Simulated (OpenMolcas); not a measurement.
Ionisation energies of lithium

```yaml
Program: OpenMolcas 26.06
Basis: ANO-RCC-VQZP [5s4p3d2f1g]
Scalar_Hamiltonian: DKH2, point nucleus
Spin-orbit_coupling: state interaction with AMFI integrals over the reference wave functions, term energies averaged over their components
```

Active shells in each charge state: the valence s, p shells, with orbitals averaged over the low states. Where CASPT2's correlated closed shells are named, they are those of the first ion.

A. CASSCF
B. SS-CASPT2, IPEA 0.25 Eh, imaginary shift 0.1 Eh (closed shells correlated: 1s)
C. SS-CASPT2, IPEA 0.25 Eh, imaginary shift 0.1 Eh (closed shells correlated: none)
D. SS-CASPT2, IPEA 0 Eh, imaginary shift 0.1 Eh (closed shells correlated: 1s)

Energies in eV between the lowest computed levels, named as in B; reference values from the NIST Atomic Spectra Database with their kind.

```json
{"From": "Li 2s ²S_1/2", "To": "Li+ 1s² ¹S₀", "A": "5.342", "B": "5.375", "C": "5.342", "D": "5.377", "Spin-orbit share in B": "+0.000", "Reference": "5.392 (measured)"}
```

Error against the reference values, in %:

```json
{"From": "Li", "Reference": "measured", "A": "-0.9", "B": "-0.3", "C": "-0.9", "D": "-0.3"}
```

Absolute error against the one measured value: A 0.05 eV, B 0.02 eV, C 0.05 eV, D 0.01 eV.
